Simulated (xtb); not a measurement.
CH7ClFNSi2, SMILES [Si@H]([SiH2]NC)(F)Cl. All values are semi-empirical tight-binding results from xtb (GFN2-xTB unless named), good for trends rather than for accurate numbers. Geometry optimised at GFN2-xTB. The structure was generated by enumeration; whether it is a known compound was not checked. Other conformers were not sampled.

Optimised geometry:

```xyz
13

C     -3.2960    -1.0831    -0.7174
N     -1.8951    -0.9816    -0.3899
Si    -0.9083     0.3145    -0.9262
Si     1.1740    -0.0583    -0.0414
F      2.1146     1.0649    -0.7265
Cl     1.3675     0.2744     1.9370
H     -3.8294    -1.6305     0.0614
H     -3.4646    -1.5872    -1.6749
H     -3.7109    -0.0809    -0.7857
H     -1.4884    -1.8894    -0.2223
H     -1.5835     1.5356    -0.4585
H     -0.8162     0.4559    -2.3963
H      1.9369    -1.2684    -0.3323
```
Charge 0, spin multiplicity 1.

```yaml
orbital_gap: 4.38 eV
dipole_moment: 3.54 D
zero_point_energy: 51.6 kcal/mol
G − E(el) at 298.15 K (modified RRHO): 28.9 kcal/mol
static polarisability (D4 model): 94.1 bohr³
solvation energy, GFN2-xTB/ALPB(water): -2.7 kcal/mol
solvation energy, GFN2-xTB/ALPB(thf): -6.6 kcal/mol
```

### Question
Give the atomic charges and the Wiberg bond orders between heavy atoms. (Estimate from the structure and the level; the computed values follow.)

### Answer
charges (e) C1 -0.03, N2 -0.34, Si3 0.41, Si4 0.49, F5 -0.29, Cl6 -0.26, H7 0.04, H8 0.02, H9 0.03, H10 0.15, H11 -0.08, H12 -0.09, H13 -0.06. Bond orders C1–N2 1.04, N2–Si3 1.17, Si3–Si4 0.77, Si4–F5 1.09, Si4–Cl6 1.11.
